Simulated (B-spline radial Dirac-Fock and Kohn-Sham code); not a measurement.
# X-ray form factors of iridium in several charge states

The computed values come from a radial B-spline solver: Dirac-Fock orbitals of the configuration average with a finite nucleus.

Configurations: Ir⁵⁵⁺ [Ar] 3d4; Ir⁵⁶⁺ [Ar] 3d3; Ir⁶⁰⁺ [Ne] 3s2 3p5; Ir⁶²⁺ [Ne] 3s2 3p3; Ir⁶⁶⁺ [Ne] 3s1. The first column is f₀ of Ir⁵⁵⁺, the others are differences from it.

```
s (Å⁻¹)   Ir⁵⁵⁺  Δ Ir⁵⁶⁺  Δ Ir⁶⁰⁺  Δ Ir⁶²⁺  Δ Ir⁶⁶⁺
      0  22.000   -1.000   -5.000   -7.000  -11.000
    0.1  21.966   -0.997   -4.988   -6.982  -10.972
    0.2  21.864   -0.990   -4.950   -6.929  -10.887
    0.3  21.697   -0.978   -4.889   -6.840  -10.748
    0.4  21.465   -0.960   -4.804   -6.719  -10.556
    0.5  21.172   -0.939   -4.697   -6.565  -10.313
    0.7  20.419   -0.884   -4.424   -6.172   -9.692
    0.9  19.475   -0.815   -4.083   -5.684   -8.919
    1.1  18.386   -0.737   -3.694   -5.125   -8.033
    1.4  16.582   -0.610   -3.060   -4.216   -6.587
```
